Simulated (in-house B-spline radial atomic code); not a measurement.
**RPA and G0W0 on LC-wPBE: neutral manganese**

Configuration [Ar] 3d5 4s2, highest spin, mean-field start LC-wPBE. Computed with a B-spline radial code for spherical atoms: all electrons, non-relativistic, point nucleus, each spin shell either full or empty, empty states to l = 9 with an (l + 1/2)⁻⁴ tail; G0W0 by contour deformation at full frequency.

Command:
```bash
python run_gw.py task.json out
```
Settings (radii: box in bohr, nucleus in fm):
```
Z                        25
electrons                25
configuration            [Ar] 3d5 4s2
hamiltonian              nr
method                   lc_wpbe
lmax                     9
spin_polarised           True
box_radius               40
intervals                54
ion_configuration        [Ar] 3d5 4s1
```

Time taken, with all properties: 6.1 s on 1 thread of Arm Neoverse V1 (shared host).

Energies (hartree):

| term | value |
| --- | --- |
| mean-field total | -1150.79764 |
| Hartree-Fock functional on these orbitals | -1149.84724 |
| direct second order | -1.8441 |
| second-order exchange | 0.60088 |
| SOSEX correction | 0.54416 |

**Question.** What is the RPA correlation energy, and what remains with SOSEX?

**Answer.** RPA gives -1.5857 hartree (-1.73 eV per electron); RPA + SOSEX gives -1.0416, and the second-order doubles -1.2432 hartree (no singles). SOSEX takes back 34 % of the RPA value.

Quasi-particle levels (eV):

```json
{"level": "4s down", "occupied": "yes", "mean field": "-7.010", "Σx - vxc": "0.90", "Σc": "?", "QP weight": "?", "G0W0": "?"}
{"level": "4s up", "occupied": "yes", "mean field": "-8.178", "Σx - vxc": "0.71", "Σc": "-1.11", "QP weight": "0.938", "G0W0": "-8.580"}
```

G0W0 = mean field + (Σx - vxc) + Σc, with Σc (partial-wave tail included) taken at the quasi-particle energy. Only the outer levels were computed. Levels of low weight are left out.

**Question.** Where does G0W0 put 4s down?

**Answer.** At -7.364 eV, with Σc = -1.25 eV and a quasi-particle weight of 0.944. The tabulated removal energy is 7.434 eV (NIST, measured); the calculation leaves out relativity, Breit and QED terms, and what these don't explain is the method's own error.

**Question.** What does it cost to remove one electron (to [Ar] 3d5 4s1) by differences of total energies, each species on its own start (correlation terms add to the Hartree-Fock functional)?

**Answer.** LC-wPBE 6.910 eV, Hartree-Fock functional 5.885 eV, + RPA 7.155 eV, + RPA + SOSEX 6.912 eV, + second order 7.382 eV. Tabulated: 7.434 eV (NIST, measured); the calculation leaves out relativity, Breit and QED terms, and what these don't explain is the method's own error.
